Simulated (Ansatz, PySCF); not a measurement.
Gas-phase reaction (SMILES): [F][Al]([Br])[Br] + F (HF) → [F][Al]([F])[Br] + Br (HBr); hydrogen fluoride cleaves one Al-Br bond, a model of a ligand-exchange step.

Geometries: B3LYP-D3(BJ)/def2-TZVP minima from Ansatz (an electronic-structure program). Cores are frozen in the correlated levels unless marked. No spin-orbit coupling. Frozen are the shells of the preceding noble gas and the d and f shells that filled before the atom's block. Non-relativistic. Basis-set limits of correlation are two-point, X^-3; Hartree-Fock from the larger set. Thermal terms are rigid-rotor harmonic-oscillator values from B3LYP-D3(BJ) frequencies (Ansatz or PySCF) at 298.15 K and 1 atm. 1 Eh = 627.5095 kcal/mol.

```tsv
species	E, CCSD(T)/CBS(def2-TZVPPD,def2-QZVPPD) (Ansatz) (Eh)	E, PBE/def2-TZVPD (Ansatz) (Eh)	H - E (Eh)
[F][Al]([Br])[Br]	-5487.38591	-5489.84945	0.01130
F (HF)	-100.39266	-100.39521	0.01259
[F][Al]([F])[Br]	-3014.50285	-3015.88269	0.01218
Br (HBr)	-2573.28305	-2574.36895	0.00927
```

Work out ΔE and ΔH at 298.15 K at the first level, then ΔH at the second.


1. ΔE = [(-3014.50285) + (-2573.28305)] - [(-5487.38591) + (-100.39266)] = -0.00733 Eh = -4.6 kcal/mol at CCSD(T)/CBS(def2-TZVPPD,def2-QZVPPD).
2. The terms H - E add up to -0.00244 Eh, so ΔH = (-0.00733 + (-0.00244))×627.5095 = -6.1 kcal/mol.
3. At PBE/def2-TZVPD the same steps give ΔE = -4.4 and ΔH = -5.9 kcal/mol, a shift of +0.2 from the first level.
4. These values are not checked against measurement here, since the tables used lack a sound gas-phase enthalpy of formation for at least one species.
